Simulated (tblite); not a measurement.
Species: C₄H₉FSSi₂.
SMILES with atom numbers: `[F:1][C@@H:2]1[CH2:3][CH:4]=[C:5]1[SiH2:6][S:7][SiH3:8]` (hydrogens: H9 on C2; H10, H11 on C3; H12 on C4; H13, H14 on Si6; H15, H16, H17 on Si8)

Computed with GFN2-xTB (tblite), gas phase: L-BFGS steps from a force-field or distance-geometry start until the largest atomic force falls under 0.01 eV/Å.

At the end of the run (lengths in Å): Si6–H13 1.463, Si8–H15 1.457, Si8–H17 1.458, Si6–H14 1.460, Si8–H16 1.451, C4–H12 1.074, C4=C5 1.340, Si6–S7–Si8 103.0°, C3–C4–C5 95.4°, C5–Si6–S7 104.5°, C4–C5–Si6 137.1°, F1–C2–C3–C4 -120°, C2–C3–C4–C5 3°, C3–C4–C5–Si6 175°, H13–Si6–C5–C4 127°, H15–Si8–S7–Si6 60°.

Question: These geometries were met on the way; a selection of coordinates is given. Order them by energy above the end point, lowest first.
A. Si6–H13 1.457, Si8–H15 1.453, Si8–H17 1.454, Si6–H14 1.458, Si8–H16 1.445, C4–H12 1.070, C4=C5 1.337, Si6–S7–Si8 95.9°, C3–C4–C5 95.5°, C5–Si6–S7 107.3°, C4–C5–Si6 137.3°, F1–C2–C3–C4 -120°, C2–C3–C4–C5 2°, C3–C4–C5–Si6 178°, H13–Si6–C5–C4 172°, H15–Si8–S7–Si6 60°
B. Si6–H13 1.477, Si8–H15 1.475, Si8–H17 1.474, Si6–H14 1.476, Si8–H16 1.461, C4–H12 1.094, C4=C5 1.331, Si6–S7–Si8 94.3°, C3–C4–C5 94.9°, C5–Si6–S7 106.8°, C4–C5–Si6 136.5°, F1–C2–C3–C4 -121°, C2–C3–C4–C5 2°, C3–C4–C5–Si6 178°, H13–Si6–C5–C4 172°, H15–Si8–S7–Si6 61°
C. Si6–H13 1.460, Si8–H15 1.457, Si8–H17 1.458, Si6–H14 1.461, Si8–H16 1.451, C4–H12 1.073, C4=C5 1.339, Si6–S7–Si8 104.0°, C3–C4–C5 95.5°, C5–Si6–S7 103.6°, C4–C5–Si6 136.4°, F1–C2–C3–C4 -120°, C2–C3–C4–C5 3°, C3–C4–C5–Si6 177°, H13–Si6–C5–C4 161°, H15–Si8–S7–Si6 66°
D. Si6–H13 1.490, Si8–H15 1.484, Si8–H17 1.482, Si6–H14 1.483, Si8–H16 1.474, C4–H12 1.073, C4=C5 1.359, Si6–S7–Si8 94.2°, C3–C4–C5 92.3°, C5–Si6–S7 107.4°, C4–C5–Si6 134.7°, F1–C2–C3–C4 -121°, C2–C3–C4–C5 2°, C3–C4–C5–Si6 179°, H13–Si6–C5–C4 172°, H15–Si8–S7–Si6 61°
E. Si6–H13 1.460, Si8–H15 1.458, Si8–H17 1.457, Si6–H14 1.462, Si8–H16 1.449, C4–H12 1.076, C4=C5 1.340, Si6–S7–Si8 99.5°, C3–C4–C5 95.6°, C5–Si6–S7 107.0°, C4–C5–Si6 138.1°, F1–C2–C3–C4 -118°, C2–C3–C4–C5 2°, C3–C4–C5–Si6 174°, H13–Si6–C5–C4 175°, H15–Si8–S7–Si6 60°

Answer: C (0.022 eV), E (0.038 eV), A (0.065 eV), B (0.112 eV), D (0.183 eV).

```csv
step,E above end (eV),"rms distance from the end, all atoms (Å)",largest force (eV/Å),rms shift of all bonds from the end (Å)
73,0.022,0.466,0.042,0.001
17,0.038,0.565,0.126,0.002
5,0.065,0.576,0.171,0.003
1,0.112,0.579,0.797,0.010
0,0.183,0.580,1.630,0.018
```

Rows stand in the order of the answer.
